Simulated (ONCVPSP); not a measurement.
## Xe (Z = 54): one change to an ONCV potential, before and after

```json
{
 "Element": "Xe",
 "Generator": "ONCVPSP 4.0.1",
 "Type": "optimised norm-conserving Vanderbilt (ONCV)",
 "Functional": "PBE",
 "Relativity": "fully relativistic",
 "Frozen core": "[Ar] 3d10",
 "Valence charge": "26",
 "Reference configuration": "4s2 4p6 4d10 5s2 5p6",
 "Partial waves": "4s+5s: rc 1.10 bohr, ncon 4, nbas 8, qcut 14 1/bohr, 2 projectors; 4p+5p: rc 1.40 bohr, ncon 5, nbas 9, qcut 9.5 1/bohr, 2 projectors; 4d: rc 1.15 bohr, ncon 3, nbas 8, qcut 11.1 1/bohr, 1 projector",
 "Local potential": "polynomial inside 0.70 bohr (lpopt 5, dvloc0 1 Ha)",
 "Core correction": "Teter function fitted to the true core (icmod 2), fcfact 0.3"
}
```

Open shells are filled in proportion to 2j + 1.

Change: d: rc 0.9.

Cutoffs: the cutoffs (Ha) at which the residual kinetic energy of the hardest occupied pseudo-wave falls to 1 and 0.1 mHa per electron; they do not see the model core or the augmentation charge, which bear on the density cutoff. Errors are all-electron minus pseudo energies relative to the spin-unpolarised reference configuration.

Q: Predict the effect on cutoff, ghosts and configuration errors.

A: The potential gets harder (63 Ha and 73 Ha → 63 Ha and 104 Ha); of the 4 tests that both files solve, the error grows in 0 and shrinks in 1 by more than 15 % and 0.3 meV (median size 0.5 → 0.6 meV); neither file shows a bound ghost. A smaller radius makes the pseudo-wave follow the all-electron one further in, where it bends more sharply, so more plane waves are needed.

```tsv
quantity	base	changed
cutoff, loose	63 Ha	63 Ha
cutoff, tight	73 Ha	104 Ha
loose cutoff by channel	s 63 Ha, p 33 Ha, d 52 Ha	s 63 Ha, p 33 Ha, d 58 Ha
bound ghosts	none	none
GHOST(+) flags under 300 eV	s at 107.8 eV	s at 107.8 eV
error for 4s2 4p6 4d10 5s2 5p5, meV [ΔE 12.57 eV]	+0.4	+0.4
error for 4s2 4p6 4d10 5s2 5p4, meV [ΔE 34.36 eV]	+0.6	+0.7
error for 4s2 4p6 4d10 5s2 5p3, meV [ΔE 66.12 eV]	-0.1	+0.3
error for 4s2 4p6 4d9 5s2 5p6, meV [ΔE 67.65 eV]	+39	+29
s: phases at 1.12 bohr within 0.05 rad from the reference energy up to (Ha; the scan ends near 5)	n/a	n/a
p3/2: phases at 1.42 bohr within 0.05 rad from the reference energy up to (Ha; the scan ends near 5)	to the end of the scan	to the end of the scan
p1/2: phases at 1.42 bohr within 0.05 rad from the reference energy up to (Ha; the scan ends near 5)	to the end of the scan	to the end of the scan
rms error of d²Exc/dni dnj with the model core, mHa	5.43	5.45
```
